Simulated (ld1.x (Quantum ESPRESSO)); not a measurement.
# Ca (Z = 20), TM: configuration errors across variants

* Element: Ca (Z = 20)
* Generator: ld1.x (Quantum ESPRESSO) 7.5
* Type: norm-conserving Troullier–Martins (Kleinman–Bylander form)
* Functional: PBEsol
* Relativity: scalar-relativistic
* Frozen core: [Ne] 3s2
* Valence charge: 8
* Reference configuration: 3p6 3d0 4s1.75 4p0 (charge +0.25)
* Partial waves: 4s (bound): rc 3.70 bohr; 3p (bound): rc 1.70 bohr; 3d (bound, empty): rc 2.65 bohr
* Local potential: all-electron potential smoothed inside 2.85 bohr (lloc = -1)
* Core correction: Bessel-smoothed model core, default radius (core density twice the valence density)

All-electron excitation energies from the reference (eV): (1) 3p6 3d0 4s2 4p0 -1.094; (2) 3p6 3d0 4s1 4p0 5.211; (3) 3p6 3d0 4s0 4p0 16.892; (4) 3p6 3d1 4s0 4p0 6.532; (5) 3p6 3d1 4s1 4p0 1.183; (6) 3p6 3d0 4s1.5 4p0 1.409; (7) 3p6 3d0.5 4s1.5 4p0 -0.046.

Errors AE − PS in meV (a dash: test not solved or not reliable):

| change | (1) | (2) | (3) | (4) | (5) | (6) | (7) | bound ghosts |
| --- | --- | --- | --- | --- | --- | --- | --- | --- |
| base | +0.4 | +3.2 | -13 | -25 | -4.7 | +0.4 | +3.0 | none |
| wave 4s (bound): rc 3.70 bohr becomes 4s (bound): rc 2.38 bohr | +0.5 | +5.3 | -2.3 | -8.2 | +2.6 | +0.5 | +6.1 | none |
| wave 4s (bound): rc 3.70 bohr becomes 4s (bound): rc 2.76 bohr | +0.4 | +3.9 | +0.3 | -34 | -11 | +0.4 | +0.8 | none |
| wave 4s (bound): rc 3.70 bohr becomes 4s (bound): rc 3.34 bohr | +0.4 | +3.6 | -0.5 | -38 | -12 | +0.4 | +0.2 | none |
| wave 4s (bound): rc 3.70 bohr becomes 4s (bound): rc 4.14 bohr | +0.4 | +1.7 | -53 | +0.1 | +12 | +0.3 | +9.8 | none |
| wave 4s (bound): rc 3.70 bohr becomes 4s (bound): rc 4.56 bohr | +0.4 | -0.3 | -113 | +24 | +32 | +0.2 | +18 | none |
| wave 4s (bound): rc 3.70 bohr becomes 4s (bound): rc 5.04 bohr | +0.5 | -2.7 | -195 | +48 | +55 | +0.1 | +27 | none |
| wave 4s (bound): rc 3.70 bohr becomes 4s (bound): rc 5.48 bohr | +0.5 | -4.7 | -268 | +64 | +74 | +0.1 | +35 | none |

Problem. Give the same row for: wave 4s (bound): rc 3.70 bohr becomes 4s (bound): rc 3.78 bohr.

Solution. +0.4, +3.0, -18, -20, -2.0, +0.4, +4.1; bound ghosts: none.
